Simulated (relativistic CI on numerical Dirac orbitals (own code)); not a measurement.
# Calculated levels, Sn IV

Computed by Dirac-Coulomb-Breit CI, separate exchange-only KLI orbitals for each configuration, a model potential for QED, valence Slater integrals scaled by 0.85, P86 correlation estimate, and configurations built on the next ion tied to the tabulated ionisation energy (semi-empirical) (own radial code, finite nucleus).

CI space (outside the closed core [Kr]): 4d10 5s, 4d10 5p, 4d10 5d, 4d10 6s, 4d10 4f, 4d10 5f, 4d10 5g, 4d9 5s2, 4d10 6p, 4d10 6d, 4d10 7s, 4d9 5s 4f, 4d10 7p, 4d8 5s 5p2, 4d9 5s 5p, 4d9 5p2, 4d10 7d, 4d10 6f, 4d9 5p 5d, 4d8 5s2 5p, 4d8 5s 5d2, 4d9 5s 6p, 4d9 5s 5d, 4d9 4f 5p. Levels of other configurations are missing.

The lowest level is 4d10 5s 2S_1/2, with 99 % of that term; Hund's rules for 4d10 5s give 2S with J = 1/2, in agreement.

| No. | Configuration | Term | J | E (cm⁻¹) | % | Lifetime (s) |
| --- | --- | --- | --- | --- | --- | --- |
| 1 | 4d10 5s | 2S | 1/2 | 0.0 | 99 |  |
| 2 | 4d10 5p | 2P° | 1/2 | 74821.8 | 99 | 8.30e-10 |
| 3 | 4d10 5p | 2P° | 3/2 | 80818.2 | 99 | 6.55e-10 |
| 4 | 4d10 5d | 2D | 3/2 | 167003.6 | 99 | 2.73e-10 |
| 5 | 4d10 5d | 2D | 5/2 | 167539.7 | 96 | 3.06e-10 |
| 6 | 4d9 5s2‡ | 2D | 5/2 | 174939.0 | 94 | 1.40e-08 |
| 7 | 4d10 6s | 2S | 1/2 | 175699.0 | 100 | 3.05e-10 |
| 8 | 4d9 5s2‡ | 2D | 3/2 | 183053.0 | 96 | 3.53e-07 |
| 9 | 4d10 6p | 2P° | 1/2 | 199163.6 | 100 | 1.58e-09 |
| 10 | 4d10 6p | 2P° | 3/2 | 201194.9 | 100 | 1.71e-09 |
| 11 | 4d10 4f | 2F° | 7/2 | 213550.3 | 100 | 9.81e-10 |
| 12 | 4d10 4f | 2F° | 5/2 | 213650.4 | 99 | 9.45e-10 |
| 13 | 4d9 5s 5p‡ | 4P° | 5/2 | 228617.1 | 90 | 6.09e-07 |
| 14 | 4d9 5s 5p‡ | 4F° | 7/2 | 233763.1 | 74 | 1.01e-07 |
| 15 | 4d9 5s 5p‡ | 4P° | 3/2 | 233817.3 | 76 | 2.58e-09 |
| 16 | 4d9 5s 5p‡ | 4F° | 5/2 | 233910.4 | 59 | 2.48e-07 |
| 17 | 4d10 6d | 2D | 3/2 | 235713.6 | 100 | 7.13e-10 |
| 18 | 4d10 6d | 2D | 5/2 | 236018.7 | 100 | 7.86e-10 |
| 19 | 4d9 5s 5p‡ | 4F° | 9/2 | 236522.3 | 100 | 2.07e+00 |
| 20 | 4d9 5s 5p‡ | 4F° | 3/2 | 238114.2 | 87 | 4.21e-08 |
| 21 | 4d10 7s | 2S | 1/2 | 238366.2 | 100 | 4.17e-10 |
| 22 | 4d9 5s 5p‡ | 4P° | 1/2 | 238791.9 | 85 | 1.86e-09 |
| 23 | 4d9 5s 5p‡ | 2F° | 5/2 | 242175.6 | 49 | 1.24e-07 |
| 24 | 4d9 5s 5p‡ | 4D° | 7/2 | 242619.0 | 81 | 1.05e-06 |
| 25 | 4d9 5s 5p‡ | 2D° | 3/2 | 243522.8 | 58 | 2.09e-09 |
| 26 | 4d9 5s 5p‡ | 2D° | 5/2 | 244731.4 | 30 | 9.14e-08 |
| 27 | 4d9 5s 5p‡ | 2P° | 1/2 | 246618.7 | 77 | 1.20e-10 |
| 28 | 4d9 5s 5p‡ | 2P° | 3/2 | 246683.9 | 77 | 1.26e-10 |
| 29 | 4d9 5s 5p‡ | 4D° | 1/2 | 247643.7 | 79 | 4.37e-10 |
| 30 | 4d9 5s 5p‡ | 2F° | 7/2 | 249008.0 | 70 | 7.44e-08 |
| 31 | 4d10 7p | 2P° | 1/2 | 249370.8 | 94 | 4.28e-09 |
| 32 | 4d9 5s 5p‡ | 4D° | 3/2 | 250190.7 | 36 | 1.25e-09 |
| 33 | 4d10 7p | 2P° | 3/2 | 250260.0 | 65 | 4.62e-09 |
| 34 | 4d9 5s 5p‡ | 2D° | 5/2 | 252028.4 | 63 | 3.64e-08 |
| 35 | 4d10 5f | 2F° | 7/2 | 254140.3 | 95 | 3.32e-09 |
| 36 | 4d10 5f | 2F° | 5/2 | 254382.3 | 98 | 4.08e-09 |
| 37 | 4d10 5g | 2G | 9/2 | 258297.4 | 100 | 8.58e-10 |
| 38 | 4d10 5g | 2G | 7/2 | 258298.0 | 100 | 8.58e-10 |
| 39 | 4d9 5s 5p‡ | 2P° | 3/2 | 265768.7 | 92 | 1.01e-10 |
| 40 | 4d9 5s 5p‡ | 2F° | 7/2 | 266147.3 | 92 | 2.76e-10 |
| 41 | 4d10 7d | 2D | 3/2 | 267788.3 | 100 | 1.69e-09 |
| 42 | 4d10 7d | 2D | 5/2 | 267952.3 | 100 | 1.80e-09 |
| 43 | 4d9 5s 5p‡ | 2D° | 5/2 | 269583.5 | 69 | 2.51e-10 |
| 44 | 4d9 5s 5p‡ | 2P° | 1/2 | 273338.3 | 96 | 1.18e-10 |
| 45 | 4d9 5s 5p‡ | 2F° | 5/2 | 274379.0 | 55 | 3.06e-10 |

Energies count from the lowest computed level; ° marks odd parity; lifetimes are radiative, by E1, M1, E2, M2, E3 decay to levels of this space only. ‡ marks configurations that were not tied to measured data.

The mean weight of the leading LS term, summed over parents, in these 45 levels is 85 %, and that of the leading jj configuration (from the same eigenvectors) 81 %.

Configurations that consist of the next ion and one excited electron were tied to the tabulated ionisation energy; Rydberg ones are usually within 1,000 to 3,000 cm⁻¹ and the lowest ones within about 6,000 (9,000 in d shells), while levels on excited terms of the next ion carry the error of that term, and the other configurations can be misplaced by 10,000 cm⁻¹ or more. Rates follow the energies as ν³ (E1, M1) or ν⁵ (E2), so rates, branching and lifetimes can be off by large factors. The fine structure of a lone outer electron comes out too small, for d and f at times inverted, and misplaced configurations move strength between like terms. 15 of the 15 excited levels that our extract of the measured tables holds in this range could be paired (the sources list more); they are missed by 2186 cm⁻¹ on average and 5705 at most, and levels without a partner can miss by more.

LS names give the leading component of a level, which can be under half, so a name can repeat, a term be missing and a line seem to break the LS rules.
